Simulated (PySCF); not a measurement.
CH₁₁NOSi₃.

```xyz
17

C     -2.0977    -1.7489     0.5009
Si    -1.1214    -0.4556    -0.4476
Si    -1.1837     1.6147     0.6825
O      0.4544    -0.9768    -0.6162
Si     2.0313    -0.4495    -0.4911
N      2.2124     1.0244     0.3841
H     -3.1582    -1.4579     0.5765
H     -2.0424    -2.7231    -0.0113
H     -1.6997    -1.8744     1.5203
H     -1.7217    -0.2771    -1.8057
H     -0.5599     1.5149     2.0374
H     -2.6089     2.0321     0.8753
H     -0.4971     2.7029    -0.0771
H      2.5545    -0.2128    -1.8622
H      2.7783    -1.5161     0.2223
H      2.0982     1.9349    -0.0475
H      2.1554     1.0785     1.3953
```
Charge 0, spin multiplicity 1.

Geometry: B3LYP-D3(BJ)/def2-SVP. The structure was generated by enumeration; whether it is a known compound was not checked. Other conformers were not sampled.

Computed with PBE/pcSseg-1 in PySCF. Non-relativistic, no solvent.

Computed absolute GIAO shielding of each atom: isotropic value and principal components (ppm):
| atom | σ(iso) | σ11 | σ22 | σ33 | span |
|---|---|---|---|---|---|
| C1 | 177.6 | 162.0 | 183.5 | 187.3 | 25.4 |
| Si2 | 343.5 | 285.2 | 335.0 | 410.2 | 125.0 |
| Si3 | 445.4 | 435.8 | 443.3 | 457.2 | 21.5 |
| O4 | 241.6 | 176.3 | 244.0 | 304.5 | 128.2 |
| Si5 | 374.4 | 338.5 | 380.2 | 404.6 | 66.1 |
| N6 | 214.4 | 186.2 | 220.0 | 237.0 | 50.8 |
| H7 | 31.2 | 27.1 | 28.6 | 37.9 | 10.8 |
| H8 | 30.2 | 26.2 | 27.7 | 36.7 | 10.6 |
| H9 | 30.6 | 26.9 | 29.2 | 35.7 | 8.8 |
| H10 | 25.5 | 22.7 | 23.9 | 30.0 | 7.4 |
| H11 | 27.8 | 24.9 | 26.9 | 31.6 | 6.7 |
| H12 | 27.9 | 24.6 | 25.7 | 33.4 | 8.8 |
| H13 | 27.8 | 24.3 | 27.0 | 32.1 | 7.8 |
| H14 | 26.2 | 22.4 | 24.3 | 32.1 | 9.7 |
| H15 | 26.2 | 22.2 | 24.5 | 32.0 | 9.8 |
| H16 | 29.9 | 25.0 | 26.5 | 38.3 | 13.3 |
| H17 | 30.0 | 25.1 | 26.4 | 38.4 | 13.3 |
